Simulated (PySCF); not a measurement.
**Which determinant of PI lies lowest?**

Unrestricted PBE0; PySCF, scalar-relativistic core potentials, basis sets P cc-pV(T+d)Z, I cc-pVTZ-PP with ECP28. Outer shells of the fragments: P 3s2 3p3; I 4d10 5s2 5p5.

Followed along the bond (rough minima from three points):

```json
{"2Ms+1": "3", "unpaired": "π ↑↑", "⟨S²⟩ at the start": "2.01", "R at minimum (Å)": "2.38", "Te (eV)": "0.00"}
{"2Ms+1": "1", "unpaired": "π ↑↓", "⟨S²⟩ at the start": "1.01", "R at minimum (Å)": "2.38", "Te (eV)": "0.28"}
{"2Ms+1": "1", "unpaired": "none", "⟨S²⟩ at the start": "0.00", "R at minimum (Å)": "2.35", "Te (eV)": "1.27"}
{"2Ms+1": "5", "unpaired": "σ ↑, π ↑↑↑", "⟨S²⟩ at the start": "6.01", "R at minimum (Å)": "none in the scan", "Te (eV)": "≤ 3.87"}
```

Solutions found at the starting distance of 2.375 Å, counted from the lowest of them; the search is not exhaustive and high or unbound solutions are not listed, so other states can lie among these:

```csv
2Ms+1,unpaired,term,E (eV),⟨S²⟩,⟨Lz²⟩,μ (D)
3,π ↑↑,³Σ⁻,0.00,2.01,0.00,0.08
1,π ↑↓,mixed,0.28,1.01,2.03,0.18
1,none,mixed,1.27,0.00,2.01,0.63
3,"σ ↑, π ↑",³Π,3.22,2.03,1.02,-0.40
1,"σ ↓, π ↑",mixed,3.46,1.01,1.02,-0.41
3,π ↑↑,mixed,3.89,2.01,2.02,3.87
3,"σ ↑, π ↑",³Π,4.08,2.01,1.01,1.57
1,"σ ↓, π ↑",mixed,4.40,1.02,1.01,1.81
5,"σ ↑, π ↑↑↑",⁵Π,4.88,6.01,1.01,2.20
5,"σ ↑↑, π ↑↑",⁵Σ⁻,4.94,6.00,0.00,-0.07
```

A term symbol is given only where ⟨S²⟩ and ⟨Lz²⟩ are close to those of a pure state; real π, δ and φ orbitals otherwise mix terms. A positive dipole means P(−)I(+).

Spin–orbit coupling is left out. Counting both spins, an empty level lies below a filled one in some of these solutions, because spin and occupation are held.
